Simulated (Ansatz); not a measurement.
Ansatz (a program for electronic structure) input (SVWN5/def2-TZVPD):

Ansatz 0.2 input:
```yaml
crystal:
  periodic: [false, false, false]
  atoms:
    - {symbol: C, position_ang: [1.91104367, 0.13219483, 0.19550182]}
    - {symbol: Ge, position_ang: [0.02851588, 0.00178059, 0.00242466]}
    - {symbol: F, position_ang: [-0.71854828, 1.53360103, -0.24060426]}
    - {symbol: F, position_ang: [-0.48006097, -0.95976920, -1.33361128]}
    - {symbol: F, position_ang: [-0.72329221, -0.70541428, 1.38000589]}
    - {symbol: H, position_ang: [2.46992694, 0.88939108, -0.33602866]}
    - {symbol: H, position_ang: [2.44841620, -0.55529684, 0.83331531]}
basis:
  gaussian:
    orbitals: def2-TZVPD
hamiltonian:
  xc: {name: SVWN5}
magnetization: {spin_polarized: true, initial_magnetization: 1}
output: {forces: true}
```

End of the output:

```
mean field evaluation 4: about -65597.0517 eV, gradient 5.7e0 eV
mean field evaluation 8: about -65597.1964 eV, gradient 1.6e-1 eV
mean field evaluation 16: about -65597.1800 eV, gradient 9.0e-4 eV
mean field -65597.17998127 eV, -2410.6519009462 hartree, gradient 7.7e-6 eV, S^2 0.752788; 0 other end points of the search recorded, 0 dependent functions left out
the calculation of the forces begins
reference -65597.18003822 eV, -2410.6519030389 hartree; 34, 33 occupied and 195, 196 virtual orbitals, 1240 factors
Total energy: -65597.18003822 eV, -2410.6519030389 hartree
Atom 0 at     1.911044     0.132195     0.195502 Å, force    -0.808033    -0.056491    -0.086038 eV/Å
Atom 1 at     0.028516     0.001781     0.002425 Å, force     0.079005     0.016401     0.028688 eV/Å
Atom 2 at    -0.718548     1.533601    -0.240604 Å, force     0.155068    -0.349460     0.047486 eV/Å
Atom 3 at    -0.480061    -0.959769    -1.333611 Å, force     0.095553     0.212578     0.293864 eV/Å
Atom 4 at    -0.723292    -0.705414     1.380006 Å, force     0.156788     0.155229    -0.317632 eV/Å
Atom 5 at     2.469927     0.889391    -0.336029 Å, force     0.165410     0.310222    -0.225439 eV/Å
Atom 6 at     2.448416    -0.555297     0.833315 Å, force     0.156210    -0.288479     0.259070 eV/Å
Dipole moment:     0.733303     0.048213     0.071021 e Å
```

It need not be the lowest isomer of its formula.
